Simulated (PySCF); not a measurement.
C4H10B, SMILES CC[B]CC (connectivity only; charge and spin as stated), charge +1, multiplicity 1. Atoms are numbered in the order given.

```xyz
15

C     -0.3125     2.5727     0.0000
C      0.6391     1.3395     0.0000
B      0.0000     0.0000     0.0000
C     -0.6391    -1.3395     0.0000
C      0.3125    -2.5727     0.0000
H     -0.9548     2.5863     0.9000
H      0.3029     3.4913     0.0000
H     -0.9548     2.5863    -0.9000
H      1.3235     1.3480    -0.8877
H      1.3235     1.3480     0.8877
H     -1.3235    -1.3480    -0.8877
H     -1.3235    -1.3480     0.8877
H     -0.3029    -3.4913     0.0000
H      0.9548    -2.5863     0.9000
H      0.9548    -2.5863    -0.9000
```
Charge +1, spin multiplicity 1.

The structure is a stationary point at PBE-D3(BJ)/def2-SVP. The spin state was assumed, not searched. The isomer is the one that the SMILES or the coordinates give; other isomers of the formula were not compared. One conformer was computed; it need not be the lowest.

The numbers are results of PBE-D3(BJ)/def2-SVP (PySCF), not measurements.

Harmonic, unscaled wavenumbers; measured fundamentals usually lie a few per cent lower.

| mode | ν (cm⁻¹) | IR (km/mol) | moving atoms (share of kinetic energy) |
|---|---|---|---|
| 1 | 24 | 2.6 | C 50 %, H 42 %, B 9 % |
| 2 | 72 | 2.3 | C 50 %, H 30 %, B 20 % |
| 3 | 124 | 0.1 | H 88 %, B 11 % |
| 4 | 155 | 0.0 | C 78 %, H 22 % |
| 5 | 172 | 0.0 | H 87 %, C 13 % |
| 6 | 297 | 0.4 | H 67 %, B 30 % |
| 7 | 519 | 0.0 | H 78 %, C 22 % |
| 8 | 582 | 16.9 | B 67 %, C 21 %, H 12 % |
| 9 | 654 | 0.0 | C 69 %, H 31 % |
| 10 | 715 | 52.2 | H 58 %, C 22 %, B 20 % |
| 11 | 872 | 0.0 | H 96 % |
| 12 | 919 | 0.0 | H 90 %, C 10 % |
| 13 | 923 | 3.0 | C 50 %, H 48 % |
| 14 | 955 | 4.3 | H 72 %, C 17 %, B 11 % |
| 15 | 971 | 0.0 | C 74 %, H 26 % |
| 16 | 975 | 52.6 | C 48 %, H 47 % |
| 17 | 1119 | 25.7 | H 71 %, B 16 %, C 13 % |
| 18 | 1146 | 0.0 | H 77 %, C 23 % |
| 19 | 1165 | 2.2 | H 81 %, C 16 % |
| 20 | 1207 | 0.0 | H 52 %, C 48 % |
| 21 | 1272 | 38.9 | H 93 % |
| 22 | 1291 | 0.0 | H 90 %, C 10 % |
| 23 | 1343 | 46.0 | H 84 %, C 15 % |
| 24 | 1348 | 0.0 | H 85 %, C 15 % |
| 25 | 1413 | 7.6 | H 92 % |
| 26 | 1422 | 0.0 | H 96 % |
| 27 | 1422 | 0.0 | H 97 % |
| 28 | 1424 | 32.5 | H 97 % |
| 29 | 1517 | 475.6 | B 52 %, C 37 %, H 11 % |
| 30 | 2908 | 120.1 | H 95 % |
| 31 | 2915 | 0.0 | H 95 % |
| 32 | 2954 | 37.9 | H 91 %, C 9 % |
| 33 | 2956 | 0.0 | H 91 %, C 9 % |
| 34 | 3006 | 3.2 | H 97 % |
| 35 | 3006 | 0.0 | H 97 % |
| 36 | 3111 | 0.0 | H 90 %, C 10 % |
| 37 | 3111 | 5.8 | H 90 %, C 10 % |
| 38 | 3111 | 0.1 | H 90 %, C 10 % |
| 39 | 3112 | 0.0 | H 90 %, C 10 % |
